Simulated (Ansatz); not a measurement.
# Reading a saddle point

A first-order saddle point of SiNH6BrO, singlet, PBE0-D4/def2-TZVP, with one imaginary mode of 126i cm⁻¹:

```
atom    x (Å)    y (Å)    z (Å)
 Si1  -0.2934  -0.2938  -0.5809
 Br2   1.8435  -1.1677   0.3648
  H3  -1.6833   0.2680  -0.5117
  H4   0.3682   0.3425  -1.7412
  O5  -0.8293  -1.8475  -0.7113
  H6   1.1259   1.3109   0.7747
  N7   0.1251   1.1268   0.7698
  H8  -0.1312  -2.5060  -0.6424
  H9  -0.1170   0.7955   1.7000
 H10  -0.4085   1.9714   0.5784
```

Ansatz 0.2.0; basis: def2-TZVPP and def2-QZVPP; cores frozen in the correlated methods. Filled d shells of the heavier atoms are correlated. The def2 sets are not built for correlating such inner shells, so the correlated values are less sure here. Extrapolation: Hartree–Fock as exp(−7.88 √X), correlation as X^−2.97.

(1) Which contacts change along the imaginary mode, and what lies on either side? (A judgement: the text doesn't fix the answer.)

(2) Which side is lower, and how far does the saddle lie above each? (To be estimated.)

T1 diagnostic: at most 0.010.

Answers

(1) The calculation gives: The step is SiH₃BrO ([OH][SiH2][Br]) + NH₃ → SiNH₅O ([NH2][SiH2][OH]) + HBr (still joined by a long H–N bond), with the molecules in contact on both sides. Shortening one way: Si1–N7, Br2–H6; lengthening the same way: Si1–Br2, H6–N7.
| pair | one side (Å) | saddle (Å) | other side (Å) |
| --- | --- | --- | --- |
| Si1–N7 | 2.78 | 2.00 | 1.84 |
| Br2–H6 | 3.28 | 2.61 | 1.95 |
| Si1–Br2 | 2.25 | 2.49 | 3.47 |
| H6–N7 | 1.01 | 1.02 | 1.11 |

(2) By the calculation: The side with Si1–Br2, H6–N7 short is lower by 4.69 kcal/mol; the saddle lies 8.38 kcal/mol above it and 3.69 kcal/mol above the other (CCSD(T) at an estimated basis limit (MP2 extrapolated from triple and quadruple zeta, plus CCSD(T) − MP2 in triple zeta); electronic energies).

The step is the kind of exchange with an N–H group that builds nitride films in atomic layer and chemical vapour deposition.

Labels in which every atom is bracketed show which atoms are joined, not bond orders.

For scale, one of the runs: CCSD(T)/def2-TZVPP, 236 basis functions, launched by `ansatz run in.yaml --threads 8 --pin off --events-out ev --progress --plain --max-ram 19148MiB`. Hardware: 8 CPU threads of an Arm Neoverse V2, shared host. Wall time 93 s; peak host memory 4.4 GiB.
